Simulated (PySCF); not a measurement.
Molecule: tetrahydrothiopyran-4-one (SMILES O=C1CCSCC1).

Bonds (- single, = double, # triple, : aromatic): O1=C2, C2-C3, C3-C4, C4-S5, S5-C6, C6-C7, C7-C2. C3 carries H8, H9; C4 carries H10, H11; C6 carries H12, H13; C7 carries H14, H15.

Frames of a GFN2-xTB Langevin trajectory at 300 K; GIAO PBE0/pcSseg-1 shieldings in PySCF 2.14.0 with density-fitted response routines, gas phase, non-relativistic; equivalent atoms averaged within each frame.

References, each an isolated molecule treated in the same way: $^{17}$O (σ = 336.08 ppm) against H2O; $^{13}$C (σ = 186.93 ppm), $^{1}$H (σ = 31.72 ppm) against TMS; CS2 for $^{33}$S (σ = 503.73 ppm). The references are static minima.

How do the shifts (ppm) fluctuate along the trajectory?

Results:


```tsv
time (fs)	O1	C2	C3/C7	C4/C6	S5	H8/H9/H14/H15	H10/H11/H12/H13
optimised geometry	685.9	212.4	48.9	39.7	8	2.55	2.90
250	715.8	216.7	51.5	43.0	22	2.86	2.82
425	674.9	207.8	53.2	43.7	-4	3.07	3.27
625	680.5	215.3	52.5	41.9	54	2.49	3.21
800	708.0	209.3	51.1	36.4	20	3.20	2.33
1000	674.0	206.7	52.0	37.6	34	3.05	3.39
mean of frames	690.7	211.1	52.1	40.5	25	2.94	3.00
standard deviation	19.8	4.5	0.8	3.3	21	0.28	0.43
```

5 frames give an uncertainty of the mean of about the standard deviation over 2.2 at best, since frames this close in time may not be independent; classical motion lacks zero-point vibration, and the reference would need the same averaging.
